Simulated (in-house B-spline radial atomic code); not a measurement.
## Rb IX (Rb8+): [Ar] 3d10 4s1

Level of theory: non-relativistic TPSSh, spin-polarised, spherical fractional occupations, point nucleus; calculated with an all-electron radial atomic-structure program (B-spline basis).

Z_r = [3n² - l(l+1)]/(2<r>); Z_e = n√(-2ε); the last column is Slater's effective charge. Values are occupation-weighted means over spin.

```tsv
shell	electrons	ε (eV)	<r> (bohr)	Z_r	Z_e	Slater
1s	2	-14925	0.04127	36.35	33.12	36.70
2s	2	-2089.9	0.182	32.97	24.79	32.85
2p	6	-1908	0.1568	31.88	23.68	32.85
3s	2	-423.78	0.5185	26.04	16.74	25.75
3p	6	-357.59	0.5195	24.06	15.38	25.75
3d	10	-238.91	0.5133	20.46	12.57	15.85
4s	1	-141.98	1.268	18.93	12.92	11.70
```

The least bound orbital is 4s up at -142 eV, and it is also the most diffuse (<r> = 1.268 bohr).

The density falls to 0.001 bohr⁻³ at 2.293 bohr; Σ<r²> = 7.7577 bohr² gives, by the non-relativistic formula and without the paramagnetism of open shells, a Langevin diamagnetic susceptibility of -6.144×10⁻⁶ cm³/mol.
